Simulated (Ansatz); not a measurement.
Start from `FC(F)(F)C[O][Hf]([Cl])([Cl])[Cl]` and change one atom or group to get `OCC(F)(F)F`.

Ansatz, PBE0-D4/def2-TZVP geometries, multiplicity 1. Each molecule was computed in one conformer, which needn't be the lowest.

Elements past krypton have def2 core potentials.

| property | `FC(F)(F)C[O][Hf]([Cl])([Cl])[Cl]` |
| --- | --- |
| HOMO–LUMO gap (ωB97M-V/def2-TZVPP) / eV | 12.19 |
| LUMO energy (PBE/def2-TZVPP) / eV | -2.36 |
| LUMO energy (ωB97M-V/def2-TZVPP) / eV | 0.54 |
| LUMO energy (PBE0/def2-TZVPP) / eV | -1.56 |
| HOMO energy (B3LYP/def2-TZVPP) / eV | -9.13 |
| HOMO–LUMO gap (PBE0/def2-TZVPP) / eV | 7.87 |

(1) What does the change do to each property? (Best estimate.)

Results:

(1) Computed: 
```csv
property,`OCC(F)(F)F`,shift
HOMO–LUMO gap (ωB97M-V/def2-TZVPP) / eV,13.66,1.47
LUMO energy (PBE/def2-TZVPP) / eV,-0.07,2.29
LUMO energy (ωB97M-V/def2-TZVPP) / eV,2.34,1.80
LUMO energy (PBE0/def2-TZVPP) / eV,0.85,2.41
HOMO energy (B3LYP/def2-TZVPP) / eV,-8.61,0.52
HOMO–LUMO gap (PBE0/def2-TZVPP) / eV,9.70,1.83
```

With PBE0 the HOMO rises by 0.58 eV and the LUMO rises by 2.41 eV, so the gap widens by about 1.83 eV. PBE moves the HOMO by 0.91 eV and ωB97M-V by 0.32 eV.

Positive LUMOs are unbound, so they and the gaps depend on the basis.

B3LYP here is the variant with VWN-RPA as its local correlation; programs differ in this.
